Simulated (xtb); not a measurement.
Cl₄Fe, charge -1, multiplicity 8, at a GFN2-xTB geometry of the parent state (such geometries of metal compounds can be far from the true shape) (another spin typed on purpose, not shown lowest); GFN0-xTB (xtb).

Here is a job for xtb.
```
$ xtb mol.xyz --gfn 0 --chrg -1 --uhf 7 --json

# file mol.xyz
5

Fe    -0.00000000    -0.00000000    -0.00000000
Cl     1.71855113    -0.56358205    -1.20848796
Cl     0.65566275     0.46239914     2.02182572
Cl    -0.95592471     1.74942799    -0.87016982
Cl    -1.41828916    -1.64824508     0.05683206
```

### Question
What does xtb print? Leave out banner, timings and long lists.

### Answer

```
   ID    Z sym.   atoms
    1   26 Fe     1
    2   17 Cl     2-5

           -------------------------------------------------
          |                Calculation Setup                |
           -------------------------------------------------

           -------------------------------------------------
          |                 G F N 0 - x T B                 |
           -------------------------------------------------

          ...................................................
          :                      SETUP                      :
          :.................................................:
          :  # basis functions                  50          :
          :  # atomic orbitals                  45          :
          :  # shells                           15          :
          :  # electrons                        37          :
          :  electronic temp.          300.0000000     K    :
          :  accuracy                    1.0000000          :
          :  -> integral cutoff          0.2500000E+02      :
          :  -> integral neglect         0.1000000E-07      :
          ...................................................

         :::::::::::::::::::::::::::::::::::::::::::::::::::::
         ::                     SUMMARY                     ::
         :::::::::::::::::::::::::::::::::::::::::::::::::::::
         :: total energy             -21.436421516896 Eh    ::
         :: gradient norm              0.047443152127 Eh/a0 ::
         :: HOMO-LUMO gap              0.000000000211 eV    ::
         ::.................................................::
         :: H0 energy                -20.064897541455 Eh    ::
         :: repulsion energy           0.006553403659 Eh    ::
         :: electrostat energy        -1.375730881077 Eh    ::
         :: -> Gsolv                   0.000000000000 Eh    ::
         ::    -> Gsasa                0.000000000000 Eh    ::
         ::    -> Gshift               0.000000000000 Eh    ::
         :: dispersion energy         -0.002346498022 Eh    ::
         :: short-range corr.          0.000000000000 Eh    ::
         :: add. restraining           0.000000000000 Eh    ::
         :: total charge              -1.000000000000 e     ::
         :::::::::::::::::::::::::::::::::::::::::::::::::::::

           -------------------------------------------------
          |                Property Printout                |
           -------------------------------------------------

    * Orbital Energies and Occupations

         #    Occupation            Energy/Eh            Energy/eV
      -------------------------------------------------------------
         1        2.0000           -0.9767724             -26.5793
       ...           ...                  ...                  ...
        10        2.0000           -0.4593390             -12.4992
        11        2.0000           -0.4585301             -12.4772
        12        2.0000           -0.4585301             -12.4772
        13        2.0000           -0.4535648             -12.3421
        14        1.6667           -0.4416827             -12.0188
        15        1.6667           -0.4416827             -12.0188
        16        1.6667           -0.4416827             -12.0188
        17        1.0000           -0.3551357              -9.6637
        18        1.0000           -0.3551357              -9.6637
        19        1.0000           -0.3286708              -8.9436
        20        1.0000           -0.3286708              -8.9436
        21        1.0000           -0.3286708              -8.9436
        22        0.2615           -0.0636566              -1.7322 (HOMO)
        23        0.2615           -0.0636566              -1.7322 (LUMO)
        24        0.2615           -0.0636566              -1.7322
        25        0.1277           -0.0628178              -1.7094
        26        0.0141           -0.0606065              -1.6492
        27        0.0141           -0.0606065              -1.6492
        28        0.0141           -0.0606065              -1.6492
        29        0.0095           -0.0602241              -1.6388
        30        0.0095           -0.0602241              -1.6388
        31        0.0079           -0.0600542              -1.6342
        32        0.0079           -0.0600542              -1.6342
        33        0.0079           -0.0600542              -1.6342
       ...           ...                  ...                  ...
        45                          0.8295289              22.5726
      -------------------------------------------------------------
                  HL-Gap            0.0000000 Eh            0.0000 eV
             Fermi-level            0.0000000 Eh            0.0000 eV

     #   Z          covCN         q      C6AA      α(0)
     1  26 Fe       3.132     0.830   168.405    26.626
     2  17 Cl       0.783    -0.458   111.926    16.171
     3  17 Cl       0.783    -0.458   111.926    16.171
     4  17 Cl       0.783    -0.458   111.926    16.171
     5  17 Cl       0.783    -0.458   111.926    16.171

 Mol. C6AA /au·bohr⁶  :       3022.929790
 Mol. C8AA /au·bohr⁸  :     156929.017619
 Mol. α(0) /au        :         91.309545

Wiberg/Mayer (AO) data.
largest (>0.10) Wiberg bond orders for each atom

 ---------------------------------------------------------------------------
     #   Z sym  total        # sym  WBO       # sym  WBO       # sym  WBO
 ---------------------------------------------------------------------------
     1  26 Fe   3.019 --     3 Cl   0.755     4 Cl   0.755     2 Cl   0.755
                             5 Cl   0.755
     2  17 Cl   0.912 --     1 Fe   0.755
     3  17 Cl   0.912 --     1 Fe   0.755
     4  17 Cl   0.912 --     1 Fe   0.755
     5  17 Cl   0.912 --     1 Fe   0.755
 ---------------------------------------------------------------------------

Topologies differ in total number of bonds
Writing topology from bond orders to xtbtopo.mol

 dipole moment from electron density (au)
     X       Y       Z
   0.0000   0.0000   0.0000  total (Debye):    0.000

           -------------------------------------------------
          | TOTAL ENERGY              -21.436421516896 Eh   |
          | GRADIENT NORM               0.047443152127 Eh/α |
          | HOMO-LUMO GAP               0.000000000211 eV   |
           -------------------------------------------------

normal termination of xtb
```
